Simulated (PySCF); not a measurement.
C3H5FOSi, SMILES C#C[Si@H](F)CO.

Coordinates come from a ωB97X-D3(BJ)/def2-SVP optimisation. The structure was generated by enumeration; whether it is a known compound was not checked. One conformer was computed; it need not be the lowest.

All values below come from SMD-ωB97X/def2-SVP (PySCF).

Solvation free energies are E(SMD) − E(gas) at the gas-phase geometry, for 1 M in both phases. In vacuum the dipole moment is 1.72 D.

Question: Rank water, 1-octanol, acetonitrile by solvation free energy, most negative first.

Answer: acetonitrile (-5.1 kcal/mol), 1-octanol (-4.5 kcal/mol), water (-3.7 kcal/mol)
